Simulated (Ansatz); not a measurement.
`CCCCCCCCCCCC[SeH]` was relaxed with PBE-D4 (def2-SVP) in Ansatz in these states: charge -1 doublet, neutral singlet. The geometries follow in no particular order.

A:

```xyz
39

C     2.977   -5.961   -1.668
C     3.152   -4.738   -0.767
C     2.156   -3.612   -1.061
C     2.320   -2.382   -0.165
C     1.329   -1.255   -0.468
C     1.492   -0.028    0.437
C     0.554    1.144    0.114
C    -0.939    0.859    0.324
C    -1.865    2.049    0.044
C    -1.723    3.245    0.988
C    -2.816    4.329    0.769
C    -4.224    3.888    0.989
Se   -5.574    6.614    0.907
H     1.962   -6.399   -1.561
H     3.105   -5.694   -2.739
H     3.712   -6.758   -1.433
H     3.053   -5.042    0.300
H     4.188   -4.344   -0.867
H     1.118   -4.004   -0.961
H     2.254   -3.305   -2.128
H     2.214   -2.688    0.902
H     3.361   -1.994   -0.259
H     1.442   -0.942   -1.531
H     0.293   -1.650   -0.383
H     1.340   -0.337    1.497
H     2.548    0.320    0.375
H     0.717    1.465   -0.941
H     0.846    2.016    0.737
H    -1.093    0.516    1.375
H    -1.243    0.003   -0.319
H    -2.926    1.717    0.108
H    -1.717    2.391   -1.008
H    -0.713    3.709    0.884
H    -1.789    2.878    2.040
H    -2.573    5.190    1.434
H    -2.705    4.732   -0.265
H    -4.629    3.788    2.006
H    -4.864    3.565    0.157
H    -4.744    6.716    2.139
```

B:

```xyz
39

C    -5.996    0.844    3.164
C    -4.748    1.599    2.705
C    -3.634    0.684    2.188
C    -2.379    1.432    1.731
C    -1.260    0.520    1.219
C    -0.008    1.282    0.773
C     1.164    0.402    0.318
C     0.900   -0.407   -0.959
C     2.089   -1.251   -1.441
C     3.288   -0.434   -1.942
C     4.498   -1.272   -2.388
C     4.234   -2.126   -3.626
Se    5.779   -3.214   -4.210
H    -6.436    0.249    2.335
H    -5.761    0.136    3.986
H    -6.783    1.533    3.533
H    -5.021    2.326    1.908
H    -4.353    2.214    3.545
H    -4.024    0.069    1.345
H    -3.358   -0.045    2.983
H    -2.654    2.159    0.932
H    -1.992    2.050    2.573
H    -0.982   -0.206    2.017
H    -1.653   -0.095    0.379
H    -0.279    1.984   -0.049
H     0.333    1.927    1.614
H     1.441   -0.298    1.139
H     2.053    1.052    0.166
H     0.590    0.288   -1.773
H     0.032   -1.081   -0.794
H     1.737   -1.926   -2.251
H     2.424   -1.920   -0.615
H     3.626    0.257   -1.141
H     2.959    0.219   -2.782
H     5.351   -0.591   -2.597
H     4.831   -1.929   -1.555
H     3.899   -1.510   -4.485
H     3.446   -2.885   -3.444
H     6.645   -2.041   -4.501
```

Problem. Judge from the bond lengths which geometry belongs to which state (an estimate).

Solution. A is the charge -1 doublet (C12–Se13 3.043 Å, C11–C12 1.492 Å, C10–C11 1.556 Å); B is the neutral singlet (C12–Se13 1.977 Å, C11–C12 1.527 Å, C10–C11 1.538 Å).

At PBE-D4/def2-SVP the highest occupied level of the relaxed charge -1 doublet lies above zero (up to 1.68 eV). By energy differences, losing it releases 0.68 eV (each at its own geometry, to the charge 0 singlet, at PBE0-D4/def2-TZVP). The charge -1 doublet has come apart into loosely held pieces.
